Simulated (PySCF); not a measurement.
Species: C₆H₁₀OSi₂.
Geometry (GFN2-xTB, Å), atoms numbered from 1 in this order:
```xyz
19
C6H10OSi2 angstrom
Si     3.7148    0.6372   -0.4503
C      2.5088   -0.7705   -0.7754
C      1.2083   -0.7826   -0.4877
Si     0.2387    0.6139    0.3233
C     -1.5736    0.1479    0.2068
C     -2.2597   -1.0297    0.3420
C     -3.6291   -0.7293    0.1733
C     -3.6850    0.6124   -0.0519
O     -2.4577    1.1472   -0.0322
H      5.0734    0.0906   -0.5324
H      3.5508    1.6762   -1.4712
H      3.4896    1.2065    0.8790
H      2.9324   -1.6504   -1.2536
H      0.6362   -1.6710   -0.7448
H      0.4210    1.8906   -0.3732
H      0.6185    0.7502    1.7388
H     -1.8335   -1.9924    0.5416
H     -4.4545   -1.4109    0.2128
H     -4.5093    1.2734   -0.2371
```

Method: PBE0/pcSseg-1 in PySCF (dipole) on a GFN2-xTB geometry, gas phase.

Take the most abundant isotopes and a rigid rotor. The values belong to one conformer with, in the numbering `[SiH3:1]/[CH:2]=[CH:3]\[SiH2:4][c:5]1[cH:6][cH:7][cH:8][o:9]1`, C2–C3–Si4–C5 171°, C3–Si4–C5–C6 39°.

Problem. What are A, B and C (MHz)?

Solution. Ia = 117.79, Ib = 1121.87, Ic = 1203.05 u·Å²; 505379 MHz·u·Å²/I gives A = 4291, B = 450.5, C = 420.1 MHz.

Problem. Classify the top.

Solution. A near-prolate asymmetric top. Ray's parameter κ = (2B − A − C)/(A − C) = -0.984; −1 is the prolate and +1 the oblate limit.

Problem. Is it planar, by Δ = Ic − Ia − Ib?

Solution. Not planar: Δ = Ic − Ia − Ib = -36.61 u·Å². For a rigid frame Δ = −2 Σ m c², so Σ m c² = 18.31 u·Å² lies off the ab plane: 7.87 from hydrogen and 10.43 from heavier atoms. The atom farthest from that plane is 1.80 Å away.

Problem. Which types of transition are allowed, and where do some lines up to J = 4 fall?

Solution. The dipole components are |μa| = 0.56 D, |μb| = 1.10 D, |μc| = 0.12 D. The squared components, which scale the intensities, stand as 0.26 : 1.00 : 0.01 (a : b : c). Some lines, for components of 0.1 D or more:

```tsv
type	branch	J(Ka,Kc)	MHz	lower level (cm⁻¹)
a	R	3(2,2) ← 2(2,1)	2612	0.602
a	R	4(3,2) ← 3(3,1)	3483	1.332
b	Q	1(1,0) ← 1(0,1)	3870	0.029
b	Q	4(1,3) ← 4(0,4)	4009	0.290
c	R	2(1,1) ← 1(0,1)	5642	0.029
b	R	4(1,4) ← 3(0,3)	7186	0.174
b	Q	2(2,1) ← 2(1,2)	11611	0.214
b	Q	4(2,3) ← 4(1,4)	11718	0.414
b	R	2(2,1) ← 1(1,0)	13292	0.158
c	R	2(2,0) ← 1(1,0)	13292	0.158
c	R	3(2,1) ← 2(1,1)	14133	0.217
c	Q	3(3,1) ← 3(2,1)	19275	0.689
b	Q	3(3,1) ← 3(2,2)	19276	0.689
b	R	4(3,2) ← 3(2,1)	22758	0.689
b	Q	4(4,1) ← 4(3,2)	26986	1.448
c	R	4(4,0) ← 3(3,0)	30469	1.332
```

No frequency check. Constants of a rigid frame at the computed geometry: no zero-point averaging, no centrifugal distortion. A rigid rotor knows nothing of internal rotation, which can split or shift real lines.
